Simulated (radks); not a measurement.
Question: The copper ion Cu+, configuration [Ar] 3d10. Method: non-relativistic Kohn-Sham, r2SCAN, spin-polarised, spherical densities, point nucleus; meta-GGA in the generalised Kohn-Sham scheme; computed with a radial shooting solver on a logarithmic mesh with Libxc functionals. Some entries of the table are withheld. Estimate them.

| orbital | occ. | eigenvalue (hartree) | r(max) (bohr) |
|---|---|---|---|
| 1s | 2 | (1) | 0.03489 |
| 2s | 2 | -38.88608 | 0.1996 |
| 2p | 6 | -34.06141 | 0.1596 |
| 3s | 2 | -4.52703 | (2) |
| 3p | 6 | -3.00770 | 0.6241 |
| 3d | 10 | -0.50470 | 0.6059 |

Answer: 
(1) 1s eigenvalue (hartree): -322.7203
(2) 3s r(max) (bohr): 0.6216
